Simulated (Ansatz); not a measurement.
The same ligand exchange along the group B, Ga, In.

Isolated molecules relaxed with PBE0-D4/def2-TZVP in Ansatz; ΔE leaves out vibrations. CCSD(T)/CBS adds triple-zeta CCSD(T) − MP2 to the extrapolated MP2 energy (def2 sets, frozen cores). This one scheme is used for every species. Functionals use def2-TZVPP. B3LYP here is the variant with VWN-RPA as its local correlation; programs differ in this. def2 core potentials past Kr. For Ga, In outer-core shells are correlated without core-valence functions, which leaves a few kJ/mol of doubt a bond. Scalar relativity is left out up to krypton. One conformer a species, not always the lowest.

| reaction | B3LYP-D4 (kJ/mol) | CCSD(T)/CBS(def2) (kJ/mol) |
| --- | --- | --- |
| `CBCl` + CH₃NH₂ → `CBNC` + HCl | -51 | -49 |
| `[CH3][GaH][Cl]` + CH₃NH₂ → `C[NH][GaH][CH3]` + HCl | 83 | 77 |
| `[CH3][InH][Cl]` + CH₃NH₂ → `C[NH][InH][CH3]` + HCl | 121 | 115 |

Largest T1 diagnostic: 0.015, for `C[NH][InH][CH3]`.
